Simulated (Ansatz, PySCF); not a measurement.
Gas-phase reaction (SMILES): C=O (CH2O) + 2 [H][H] (H2) → C (CH4) + O (H2O); energy of full hydrogenation.

Geometries: B3LYP-D3(BJ)/def2-TZVP minima from Ansatz (a program for electronic structure). Cores are frozen in the correlated levels unless marked. Spin-orbit coupling is left out. No relativistic terms. CBS(X,Y): correlation extrapolated as X^-3; Hartree-Fock from the larger set. Thermal terms are rigid-rotor harmonic-oscillator values from B3LYP-D3(BJ) frequencies (PySCF) at 298.15 K and 1 atm. 1 Eh = 627.5095 kcal/mol.

```json
[
 {"species": "C=O (CH2O)", "E, CCSD(T)/CBS(def2-TZVPPD,def2-QZVPPD) (Ansatz) (Eh)": "-114.38829", "E, r2SCAN-D4/def2-TZVPD (Ansatz + dftd4) (Eh)": "-114.48654", "H - E (Eh)": "0.03033", "G - E (Eh)": "0.00552"},
 {"species": "[H][H] (H2)", "E, CCSD(T)/CBS(def2-TZVPPD,def2-QZVPPD) (Ansatz) (Eh)": "-1.17452", "E, r2SCAN-D4/def2-TZVPD (Ansatz + dftd4) (Eh)": "-1.17100", "H - E (Eh)": "0.01336", "G - E (Eh)": "-0.00144"},
 {"species": "C (CH4)", "E, CCSD(T)/CBS(def2-TZVPPD,def2-QZVPPD) (Ansatz) (Eh)": "-40.45806", "E, r2SCAN-D4/def2-TZVPD (Ansatz + dftd4) (Eh)": "-40.49957", "H - E (Eh)": "0.04840", "G - E (Eh)": "0.02728"},
 {"species": "O (H2O)", "E, CCSD(T)/CBS(def2-TZVPPD,def2-QZVPPD) (Ansatz) (Eh)": "-76.37558", "E, r2SCAN-D4/def2-TZVPD (Ansatz + dftd4) (Eh)": "-76.42298", "H - E (Eh)": "0.02495", "G - E (Eh)": "0.00353"}
]
```

Question: Work out ΔE and ΔH, ΔG, ΔS and the equilibrium constant at 298.15 K at the first level, then ΔH at the second.

Answer: 
1. ΔE = [(-40.45806) + (-76.37558)] - [(-114.38829) + 2×(-1.17452)] = -0.09631 Eh = -60.4 kcal/mol at CCSD(T)/CBS(def2-TZVPPD,def2-QZVPPD).
2. The terms H - E add up to 0.01630 Eh, so ΔH = (-0.09631 + (0.01630))×627.5095 = -50.2 kcal/mol.
3. The terms G - E add up to 0.02817 Eh, so ΔG = -42.8 kcal/mol, and ΔS = (0.01630 - (0.02817))×627509.5/298.15 = -25.0 cal/(mol K).
4. log10 K = -ΔG/(RT ln 10) = 31.4, with RT ln 10 = 1.3642 kcal/mol.
5. With ΔH and ΔS taken as constant, ΔG changes sign near ΔH/ΔS = 2010 K, a rough figure that leaves out heat capacities.
6. At r2SCAN-D4/def2-TZVPD the same steps give ΔE = -59.0 and ΔH = -48.8 kcal/mol, a shift of +1.4 from the first level.
7. Tabulated enthalpies of formation (C=O (CH2O) -26.1 kcal/mol, ATcT 1.112; [H][H] (H2) 0.0 kcal/mol, zero by definition; C (CH4) -17.8 kcal/mol, ATcT 1.112; O (H2O) -57.8 kcal/mol, ATcT 1.112) give ΔH = -49.5, so the errors are -0.7 and +0.7 kcal/mol; the tables hold anharmonic motion, scalar relativity, which both levels lack, and core correlation, which the frozen-core level lacks.
